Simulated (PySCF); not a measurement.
# Quadrupolar nuclei of AlCl2Et in NMR

Compound: AlCl2Et, C2H5AlCl2.
Z-matrix (Å and degrees, PBE0-D3(BJ)/def2-SVP geometry), rows numbered from 1:
```
Al
Cl  1  2.0992
Cl  1  2.0991  2  116.29
C   1  1.9416  2  122.33  3   177.31
C   4  1.5344  1  112.85  2   -91.61
H   4  1.1037  1  108.18  2   146.44
H   4  1.1035  1  108.67  2    31.25
H   5  1.1020  4  111.54  1   179.74
H   5  1.1020  4  111.81  1   -60.56
H   5  1.1021  4  112.07  1    59.90
```

Computed at PBE0/pcSseg-1 (pcSseg-2 on Al) (PySCF, non-relativistic):

| atom | environment | nucleus | spin I | Q (b) | CQ = χzz (MHz) | η |
| --- | --- | --- | --- | --- | --- | --- |
| Al1 | aluminium bonded to C and 2 Cl | 27Al | 5/2 | 0.1466 | 36.377 | 0.599 |
| Cl2 | chlorine bonded to Al | 35Cl | 3/2 | -0.0817 | -25.799 | 0.397 |

Recover the principal values of the field gradient from CQ = 234.96 MHz × Q × Vzz, η = (Vxx − Vyy)/Vzz and a zero trace.

Vxx = −Vzz(1 − η)/2 and Vyy = −Vzz(1 + η)/2, in au:

```csv
atom,Vxx (au),Vyy (au),Vzz (au),Vzz (10²¹ V/m²)
Al1,-0.212,-0.844,1.056,10.26
Cl2,-0.405,-0.939,1.344,13.06
```

PQ = |CQ|√(1 + η²/3), νQ = 3|CQ|/[2I(2I − 1)], ν0 = |g|·7.62259 MHz/T·B with g(27Al) = 1.45660, g(35Cl) = 0.54792: values at 28.2 T?

| atom | PQ (MHz) | νQ (MHz) | ν0 (MHz) | νQ/ν0 |
| --- | --- | --- | --- | --- |
| Al1 | 38.49 | 5.457 | 313.11 | 0.017 |
| Cl2 | 26.47 | 12.90 | 117.78 | 0.110 |

For Al1: PQ = 36.38 × 1.0582, νQ = 36.38 × 0.1500, ν0 = 11.1031 MHz/T × 28.2 T.

For half-integer spins with νQ below a tenth of ν0, find the second-order shift of the centre of gravity of the central transition at 28.2 and 35.2 T.

From −(3/40)(PQ/ν0)²[I(I + 1) − 3/4]/[I(2I − 1)]², which goes as 1/B² (ppm):

```tsv
site	28.2 T	35.2 T
27Al at Al1	-90.7	-58.2
```

The couplings are those of the rigid, isolated species; surroundings and motion change them. With a basis this small, the couplings can be 20 % off.

These values come from a run that also computed NMR shieldings. Hardware: one thread of an Arm Neoverse V2, no GPU, shared host with 32 logical CPUs at a one-minute load of 15. Cost: 14 s of wall time (with the writing of density and orbital grids), 0.80 GiB resident at most.

One conformer stands for the species.
